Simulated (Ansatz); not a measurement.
The cluster In₃N₄⁻, relaxed as a singlet with RKS B3LYP-D4/def2-SVPD in Ansatz, starting from the GFN2-xTB geometry. Force threshold 0.02 eV/Å.

In the def2 sets In takes a core potential; there is no spin–orbit coupling. The structure comes from a short search, and lower isomers may exist.

Start:

```tsv
atom	x (Å)	y (Å)	z (Å)
In1	-0.5492	-2.2332	0.2458
In2	0.2641	1.0819	2.7653
In3	0.3269	1.0316	-0.3957
N4	-0.0429	-0.4318	1.1385
N5	-0.1457	-0.3975	-2.5363
N6	0.5868	2.4357	1.1014
N7	-0.4399	-1.4868	-2.3191
```

Q: Estimate the energy that the relaxation releases and the steps that it takes.

A: 117.1 kJ/mol, in 19 steps; 86 s on 4 threads of Arm Neoverse V2 on a shared host. The force fell under the threshold at step 15, but the optimiser went on. No frequencies were taken in this run, so the end may be a saddle point.

Q: Does the start keep its bonding and symmetry?

A: Bonds lost: In1–N7, In3–N5 (atoms count from 1). The end holds 2 separate pieces.

Q: Predict the relaxed structure.

A: 
```xyz
7

In   -0.487   -2.355    0.777
In   -0.139    1.076    2.666
In    0.907    1.348   -0.045
N     0.014   -0.366    1.008
N    -0.806   -0.727   -2.987
N     0.726    2.678    1.594
N    -0.215   -1.655   -3.013
```
Bond lengths (bridged metal pairs left out): 5 × In–N 2.06 to 2.20 Å; 1 × N–N 1.10 Å.
